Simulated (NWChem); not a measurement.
# BO, doublet; SMILES O=[B]

Results from NWChem. Spin-unrestricted. The geometry was optimised at PBE-D3(BJ)/def2-SVP, spin-unrestricted. No stability test was run on the SCF state. B3LYP is NWChem's, with the RPA form of VWN correlation. Total energies compare along this basis series because the functional is fixed.

```tsv
level	basis functions	energy (Ha)	highest occupied level (eV)	lowest empty minus highest occupied level, either spin (eV)	dipole (D)
B3LYP/cc-pVDZ	28	-100.0326	___	___	___
B3LYP/aug-cc-pVDZ	46	-100.0403	-9.64	4.63	2.43
B3LYP/cc-pVTZ	60	-100.0654	-9.55	4.62	2.34
B3LYP/aug-cc-pVTZ	92	-100.0668	-9.61	4.61	2.45
B3LYP/cc-pVQZ	110	-100.0741	-9.59	4.62	2.42
```

### Question
Some entries are withheld; supply them.

### Answer

- B3LYP/cc-pVDZ, highest occupied level (eV): -9.43
- B3LYP/cc-pVDZ, lowest empty minus highest occupied level, either spin (eV): 4.68
- B3LYP/cc-pVDZ, dipole (D): 2.07
